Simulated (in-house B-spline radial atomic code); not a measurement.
PBE hybrid excitations of S6+

Method: PBE hybrid with 1 exact exchange. Computed with a B-spline radial code for spherical atoms: linear response of the closed shell [He] 2s2 2p6 with the functional's adiabatic kernel; non-relativistic, point nucleus, no spin-orbit coupling, no double excitations, S, P, D and F terms only. Only terms of natural parity with L up to 3 were computed.

Command:
```bash
python run_td.py task.json out
```
Settings (radii: box in bohr, nucleus in fm):
```
Z                        16
electrons                10
configuration            [He] 2s2 2p6
hamiltonian              nr
method                   pbeh
box_radius               14.35
exact_exchange_fraction  1
intervals                50
```

Run time, properties included: 0.1 s on 1 thread of AMD EPYC 9R45 96-Core Processor (Zen 5), with other jobs on the host.

The lowest states, in the order of their Tamm-Dancoff energies; the method's threshold (minus the highest occupied level) is 284.32 eV. Labels give the largest channel, * marks a mixed state, and oscillator strengths are full-response dipole values. Semilocal kernels can invert the small singlet-triplet splittings of Rydberg terms. Energies in eV:

```
     state  full response  Tamm-Dancoff  oscillator strength
2p → 3s 3P         173.12        173.17                    -
2p → 3s 1P         174.68        174.71                0.251
2p → 3p 3S         183.88        183.99                    -
2p → 3p 3D         186.56        186.61                    -
2p → 3p 1D              ?             ?                    -
2p → 3p 1S         195.47        196.02                    -
2p → 3d 3P         204.11        204.12                    -
2p → 3d 3F         204.94        204.98                    -
2p → 3d 1F              ?             ?                    -
2p → 3d 1P         208.82        208.97                 1.67
```

Problem. Where does 2p → 3d 1F lie?

Solution. At 205.86 eV in full response, 205.87 eV in Tamm-Dancoff.

Problem. Where does 2p → 3p 1D lie?

Solution. At 187.75 eV in full response, 187.77 eV in Tamm-Dancoff.

Problem. How large is the singlet-triplet splitting of 2p → 3s (P terms) in Tamm-Dancoff?

Solution. 1.54 eV, from the unrounded values.

Problem. What polarisabilities and dispersion coefficient does the method give?

Solution. Dipole 0.07207 bohr³, quadrupole 0.0296 bohr⁵, C6 0.03637 hartree·bohr⁶ for two such species.
